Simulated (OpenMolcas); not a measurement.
# What dynamic correlation does to the levels of Al⁺

```yaml
Program: OpenMolcas
Basis: ANO-RCC-VTZP [5s4p2d1f]
Scalar_Hamiltonian: DKH2, point nucleus
Active_space: 2 electrons in 4 orbitals (3s 3p)
State_averaging: 2S+1 = 3 even, 3 roots; 2S+1 = 1 even, 7 roots kept (CI in the orbitals of an earlier block); 2S+1 = 3 odd, 3 roots; 2S+1 = 1 odd, 3 roots kept (CI in the orbitals of an earlier block)
Spin-orbit_coupling: RASSI with atomic mean-field integrals over the reference wave functions, term energies averaged over their components
```

Methods on the same reference wave functions:
A. CASSCF
B. SS-CASPT2, IPEA 0.25 Eh, imaginary shift 0.1 Eh (closed shells correlated: 2s 2p)
C. MS-CASPT2, IPEA 0.25 Eh, imaginary shift 0.1 Eh (closed shells correlated: 2s 2p)

Energies in eV above 3s² ¹S₀, the measured ground level; measured values from NIST Handbook of Basic Atomic Spectroscopic Data.

```
     Level        A       B       C  Measured
   3s² ¹S₀   0.0000  0.0000  0.0000    0.0000
3s 3p ³P°₀   4.4097   4.512   4.525    4.6361
3s 3p ³P°₁   4.4160   4.518   4.531    4.6437
3s 3p ³P°₂   4.4286   4.531   4.544    4.6591
3s 3p ¹P°₁   8.5849   7.584   7.597    7.4207
   3p² ³P₀  11.4879  11.587  11.600   11.6650
   3p² ³P₁  11.4941  11.593  11.607   11.6728
   3p² ³P₂  11.5062  11.603  11.616   11.6878
   3p² ¹D₂  12.5644  11.633  11.647   10.5983
   3p² ¹S₀  15.0445  13.892  13.919   13.8413
```

Deviations, from unrounded energies. A percentage is the sum of absolute deviations over the sum of measured energies, with the sign that they share, or ± where signs differ.

| Against measurement | Levels | A | B | C |
| --- | --- | --- | --- | --- |
| mean absolute deviation (cm-1) | 9 | 5000 | 1700 | 1700 |
| other configurations (%) | 9 | ±6.9 | ±2.3 | ±2.3 |

B, C lie about equally close to measurement and A furthest from it. The largest miss of C in the table is 3p² ¹D₂, by +8500 cm-1. The ranking rests on the paired levels alone, and a cruder setting can come out closer through cancelling errors.

Between B and C the level of the table that moves most is 3p² ¹S₀, by 210 cm-1 (lowest in B, highest in C).

The lowest spin-free term lies below A's lowest term by 0.215 hartree in B, 0.215 hartree in C.

Over all roots computed the reference weight is 0.91 to 0.98 in B, 0.91 to 0.98 in C; the roots of lowest weight are the least certain, and an intruder state may touch them. Terms from blocks run as CI alone lack orbitals of their own. The ¹D term of p² mixes with s d, which this space lacks. Without dynamic correlation excited terms often stand tens of per cent too high (terms of higher spin than the ground term too low), and those without a measured partner can miss by more than the paired ones (holds for A). Some levels mix across a computed gap that differs much from the measured one, so their mixing is not that of the real levels (holds for B; C). Measured partners are found by configuration, term and J. A level has none where our copy of the source lacks it or the pairing is in doubt (some pairs that miss far off the trend of their configuration count as doubtful), and it then counts in no deviation. Levels of configurations outside the active space are missing.

° marks odd parity.
